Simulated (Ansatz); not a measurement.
Cost and result up the ladder for Ba2Te3 (5 atoms). Charge 0, multiplicity 1. Geometry: PBE0-D4/def2-SVP.

```tsv
atom	x (Å)	y (Å)	z (Å)
Ba1	-1.919	0.902	-0.163
Ba2	2.018	-0.213	0.638
Te3	-0.643	-2.195	0.102
Te4	0.327	2.277	1.567
Te5	0.217	-0.772	-2.144
```

Ansatz on 4 threads of Intel Xeon 6975P-C on a shared host. Times are rough, and most runs start from the orbitals of an earlier one. r2SCAN0-D4/def2-TZVP serves as the yardstick here, not as an exact answer. Differences are given only for rows in sets of like size (and for xTB, whose basis is part of the method), since another set adds its own error. Binding counts from free atoms at the same level (Ba singlet, Te triplet; other spins of the atoms weren't run), without zero-point energy or a counterpoise term.

In the def2 sets Ba, Te take a core potential; there is no spin–orbit coupling. B3LYP takes the VWN-RPA correlation. Correlated methods freeze 12 core orbitals; core or outer-core shells of Ba, Te are correlated, in sets that lack core-valence functions. The rows differ in basis, and correlated rows in double-zeta sets carry the largest basis error. The structure comes from a short search, and lower isomers may exist.

Correlated methods converge slowly with the basis, most of all in double-zeta sets.

```tsv
level	functions	wall time	binding energy per atom (eV)	difference from r2SCAN0-D4/def2-TZVP (eV)
PBE-D4/def2-SVP	138	1.3 s	2.84	–
PBE0-D4/def2-SVP	138	2.2 s	2.80	–
PBE-D4/def2-TZVP (with forces)	230	2.7 s	2.86	0.03
MP2/def2-TZVP	230	3.8 s	2.76	-0.07
B3LYP-D4/def2-TZVP	230	4 s	2.68	-0.15
r2SCAN-D4/def2-TZVP	230	4 s	2.90	0.08
PBE0-D4/def2-TZVP	230	4.4 s	2.83	0.00
r2SCAN0-D4/def2-TZVP	230	5.5 s	2.82	0.00
PBE-QIDH/def2-TZVP	230	8 s	2.81	-0.01
CCSD(T)/def2-SVP	138	19 s	2.41	–
```
